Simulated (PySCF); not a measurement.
KTl: from constants to spectrum

RHF-CCSD(T) constants of KTl, ¹Σ⁺ (singlet), closed shell (PySCF, scalar-relativistic core potentials, basis sets K def2-SVPD, Tl def2-SVPD with ECP60; masses 38.9637 and 204.9744 u):

```
ωe              : 84.2 cm⁻¹
ωexe            : 0.291 cm⁻¹
Be              : 0.034609 cm⁻¹
αe              : 0.000155 cm⁻¹
D (centrifugal) : 2.34e-08 cm⁻¹
De to K + Tl    : 0.53 eV
```

Problem. Give the vibrational terms G(v) and spacings up to v = 6.

Solution. G(v) = ωe(v+½) − ωexe(v+½)².

```json
{"v": "0", "G(v) (cm⁻¹)": "42.0", "G(v) − G(v−1)": "", "Bv (cm⁻¹)": "0.03453"}
{"v": "1", "G(v) (cm⁻¹)": "125.6", "G(v) − G(v−1)": "83.6", "Bv (cm⁻¹)": "0.03438"}
{"v": "2", "G(v) (cm⁻¹)": "208.7", "G(v) − G(v−1)": "83.0", "Bv (cm⁻¹)": "0.03422"}
{"v": "3", "G(v) (cm⁻¹)": "291.1", "G(v) − G(v−1)": "82.5", "Bv (cm⁻¹)": "0.03407"}
{"v": "4", "G(v) (cm⁻¹)": "373.0", "G(v) − G(v−1)": "81.9", "Bv (cm⁻¹)": "0.03391"}
{"v": "5", "G(v) (cm⁻¹)": "454.3", "G(v) − G(v−1)": "81.3", "Bv (cm⁻¹)": "0.03376"}
{"v": "6", "G(v) (cm⁻¹)": "535.0", "G(v) − G(v−1)": "80.7", "Bv (cm⁻¹)": "0.03360"}
```

Problem. How well does the Morse estimate ωe²/(4ωexe) reproduce De, and what is D0?

Solution. It gives 0.76 eV, 142 % of the computed De. D0 = De − G(0) = 0.53 − 0.01 = 0.52 eV.

Correlated steps freeze 9 core orbitals. Correlated levels converge slowly with the basis: in double zeta they bind strong bonds too weakly, by up to about 1 eV, and carry superposition errors of some tenths. Spin–orbit coupling is left out, which matters for elements this heavy, above all for dissociation energies. Where the molecule has an RHF reference, its open-shell atoms are computed with UHF.
